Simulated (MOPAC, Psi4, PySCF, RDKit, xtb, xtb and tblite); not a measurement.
Conformational energy of SMILES CC(=O)c1cccs1 (C6H6OS). Scanned: dihedral O3–C2–C4–S8; all other coordinates were relaxed at GFN2-xTB. Points at φ and −φ are mirror images.

Geometry of the scan point at -150° (Å):
```
14

C     -2.2569    -0.0005     0.6869
C     -1.2866    -0.8390    -0.1055
O     -1.5822    -1.8977    -0.6120
C      0.0776    -0.3071    -0.1933
C      1.0088    -0.6023    -1.1554
C      2.2549     0.0055    -0.9223
C      2.2716     0.7312     0.2291
S      0.7639     0.7035     1.0400
H     -2.3336     0.9904     0.2438
H     -1.8948     0.1140     1.7069
H     -3.2338    -0.4758     0.6966
H      0.7824    -1.2249    -2.0019
H      3.1044    -0.0979    -1.5731
H      3.0873     1.2811     0.6558
```

Levels of theory: GFN2-xTB (xtb and tblite); MMFF94 // GFN2-xTB (RDKit); PBE0/def2-SVP // GFN2-xTB (Psi4); PBE0-D3(BJ)/def2-SVP // GFN2-xTB (Psi4); PBE/def2-SVP // GFN2-xTB (Psi4); PBE-D3(BJ)/def2-SVP // GFN2-xTB (Psi4); UFF // GFN2-xTB (RDKit); AM1, restricted, heats of formation // GFN2-xTB (MOPAC); PM3, restricted, heats of formation // GFN2-xTB (MOPAC); GFN1-xTB // GFN2-xTB (xtb); RKS-B3LYP/6-31G* = restricted B3LYP/6-31G*, spherical d, density fitting // GFN2-xTB run with PySCF; RMP2/6-31G* = restricted MP2 (frozen core)/6-31G*, spherical d // GFN2-xTB (PySCF); RKS-M06-2X/6-31G* = restricted M06-2X/6-31G*, spherical d, density fitting // GFN2-xTB in PySCF; RMP2/3-21G = restricted MP2 (frozen core)/3-21G // GFN2-xTB run with PySCF 2.14.0.

Least-squares fit of E(φ) = a0 + Σ (a_n cos nφ + b_n sin nφ), n = 1 to 4, to the 12 scan points, in kcal/mol above the lowest point of each profile (levels whose profile four harmonics don't fit are not listed):

| method | a0 | a1 | b1 | a2 | b2 | a3 | b3 | a4 | b4 | rms of fit |
|---|---|---|---|---|---|---|---|---|---|---|
| GFN2-xTB | 3.19 | 0.63 | 0.00 | -2.83 | 0.00 | -0.10 | 0.00 | 0.18 | 0.00 | 0.04 |
| MMFF94 | 3.73 | 0.41 | 0.00 | -3.48 | 0.00 | 0.01 | 0.00 | 0.25 | 0.00 | 0.07 |
| PBE0/def2-SVP | 4.75 | -0.05 | 0.00 | -4.57 | 0.00 | -0.20 | 0.00 | 0.19 | 0.00 | 0.07 |
| PBE0-D3(BJ)/def2-SVP | 4.73 | -0.02 | 0.00 | -4.59 | 0.00 | -0.19 | 0.00 | 0.19 | 0.00 | 0.08 |
| PBE/def2-SVP | 5.03 | -0.03 | 0.00 | -4.86 | 0.00 | -0.23 | 0.00 | 0.23 | 0.00 | 0.09 |
| PBE-D3(BJ)/def2-SVP | 5.03 | 0.00 | 0.00 | -4.90 | 0.00 | -0.23 | 0.00 | 0.24 | 0.00 | 0.09 |
| UFF | 4.95 | 0.56 | 0.00 | -4.84 | 0.00 | 0.01 | 0.00 | 0.59 | 0.00 | 0.08 |
| AM1 | 1.47 | 0.22 | 0.00 | -1.19 | 0.00 | 0.20 | 0.00 | 0.10 | 0.00 | 0.03 |
| PM3 | 0.89 | 0.85 | 0.00 | 0.18 | 0.00 | 0.34 | 0.00 | 0.05 | 0.00 | 0.04 |
| GFN1-xTB | 3.23 | 0.49 | 0.00 | -2.83 | 0.00 | 0.08 | 0.00 | 0.17 | 0.00 | 0.02 |
| RKS-B3LYP/6-31G* | 5.18 | -0.42 | 0.00 | -4.70 | 0.00 | -0.17 | 0.00 | 0.23 | 0.00 | 0.08 |
| RMP2/6-31G* | 4.67 | -0.46 | 0.00 | -4.20 | 0.00 | -0.17 | 0.00 | 0.26 | 0.00 | 0.06 |
| RKS-M06-2X/6-31G* | 4.79 | -0.35 | 0.00 | -4.39 | 0.00 | -0.13 | 0.00 | 0.19 | 0.00 | 0.07 |
| RMP2/3-21G | 5.04 | -0.24 | 0.00 | -4.47 | 0.00 | -0.20 | 0.00 | -0.01 | 0.00 | 0.07 |
